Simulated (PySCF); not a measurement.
NMR data simulated for an unnamed compound:

¹H NMR (500 MHz, computed): δ 7.48 (m, 1H), 7.21 (m, 1H), 6.20 (m, 1H), 5.37 (m, 1H), 5.32 (m, 1H), 4.42 (m, 2H), 4.17 (d, 3H), 1.89 (m, 2H).

¹³C{¹H} NMR (computed): δ 155.8 (CH), 150.7 (CH), 144.0 (CH), 120.7 (CH2), 23.2 (CH2).

Computed data (PySCF 2.14.0 with density-fitted response routines): GFN2-xTB structure, shieldings: GIAO PBE0/pcSseg-1. Single conformer, rapidly exchanging positions averaged, isolated molecule, non-relativistic Hamiltonian.

Referencing at the same level of theory: ¹H, ¹³C vs TMS.

Which of these does the molecule contain: a methoxy group, a (CH3)2CH unit, a Si–H bond, an amide, a non-aromatic C=C double bond, a vinyl group CH=CH2?

Answers


- A methoxy group: no.
- A (CH3)2CH unit: no.
- A Si–H bond: yes (δH 4.42 (m)).
- An amide: no.
- A non-aromatic C=C double bond: yes.
- A vinyl group CH=CH2: yes (δC 120.7, 144.0; δH 5.32 (m), 5.37 (m), 6.20 (m)).

The data belong to SMILES C(/[SiH2]CC=C)=C/[SiH3], C₅H₁₂Si₂; they needn't prove each group on their own.

Carbon signals by region: 4 in the sp2 and nitrile region (100–160 ppm), 1 below 50 ppm.

Shifts are as computed. Against solution values, carbons near 30 ppm lie about +3 ppm off and those near 130 ppm about +5 ppm. Of 1211 compounds with measured shifts, 218 miss one by over three times the rms of a fit or turn the order of signals round; such compounds aren't used in these exercises. Multiplicities follow the n + 1 count of equivalent neighbours, as no J values were calculated; m marks all less simple cases, F and P coupling included.
